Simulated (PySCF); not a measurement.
A GIAO shielding run with PySCF (density fitting, non-relativistic, gas phase) on `InChI=1S/C4H6F3OSi/c1-3(2)8-9-4(5,6)7/h9H,1H2,2H3/q-1`:

```
$ OMP_NUM_THREADS=1 python probes_run.py task.json out

{"job": {"kind": "nmr", "xc": "PBE0", "basis": "pcSseg-1"}, "charge": -1, "multiplicity": 1}
C     -1.594694    -0.121421     1.473047
C     -1.164248     0.021795     0.218108
C     -2.121770     0.073999    -0.951158
O      0.093081     0.124195    -0.141532
Si     1.423953     0.298354     0.934833
C      2.762057     0.197160    -0.504328
F      4.015858     0.167030     0.054666
F      2.779103    -0.856226    -1.386724
F      2.798295     1.298962    -1.313457
H     -2.644355    -0.190370     1.700721
H     -0.900441    -0.140977     2.292047
H     -1.904251    -0.740124    -1.642999
H     -1.987312     1.012621    -1.489499
H     -3.153404    -0.006424    -0.615691
H      1.593714    -1.130584     1.350054
```

Hardware: 1 thread of an Arm Neoverse V2, shared host. The job also computes population analyses, field gradients.

Question: How large is the calculation?

Answer: 80 electrons, 190 basis functions and 1009 auxiliary functions.

Question: How long does it take, and how much memory does it need?

Answer: 27 s of wall time, with 14 SCF cycles and 5 response iterations; peak memory 0.83 GiB. Times on a shared host scatter by some tens of per cent.
